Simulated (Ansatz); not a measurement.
The first iterations of a band of BFH2 + BrH (6 atoms, charge 0, multiplicity 1).

Level of theory: RKS B3LYP/def2-SVP in Ansatz.

```
movable images  : 5
climbing image  : yes
spring          : 5.0 eV/Å²
optimiser       : quadratic models (default)
start path      : straight line
force threshold : 0.05 eV/Å
iteration limit : 60
end points      : relaxed
```

Image 0:

```xyz
6
Properties=species:S:1:pos:R:3
B -0.013 0.463 -0.163
F 0.000 0.290 1.153
H 1.049 0.577 -0.720
H -1.087 0.504 -0.709
Br 0.119 -3.235 1.450
H 0.076 -1.883 1.911
```

Image 6:

```xyz
6
Properties=species:S:1:pos:R:3
B 0.020 -0.527 -0.178
F 0.000 0.334 1.613
H 1.063 -0.080 -0.557
H -1.055 -0.151 -0.546
Br 0.086 -2.379 0.504
H 0.030 -0.480 2.085
```

| iteration | highest image above the first end (eV) | largest band force component (eV/Å) |
| --- | --- | --- |
| 1 | 2.580 | 4.355 |
| 2 | 1.516 | 3.357 |
| 3 | 1.062 | 3.406 |
| 4 | 0.941 | 1.141 |
| 5 | 0.893 | 0.750 |
| 6 | 0.861 | 0.694 |
| 7 | 0.855 | 0.382 |

Question: Does the band converge within its limit, and where does its top end?

Answer: The run converged. It ended after 21 iterations with the highest image 1.001 eV above the first end. Another band between the same ends (5 images) ends at a top of the same energy, where a vibrational analysis finds 1 clearly imaginary mode. The orbitals stay closed-shell, which can raise the energy where a bond breaks towards radicals; this wasn't checked here.

Run time: 110 s on 2 threads of Arm Neoverse V2, with other jobs on the host, peak memory 0.17 GiB.
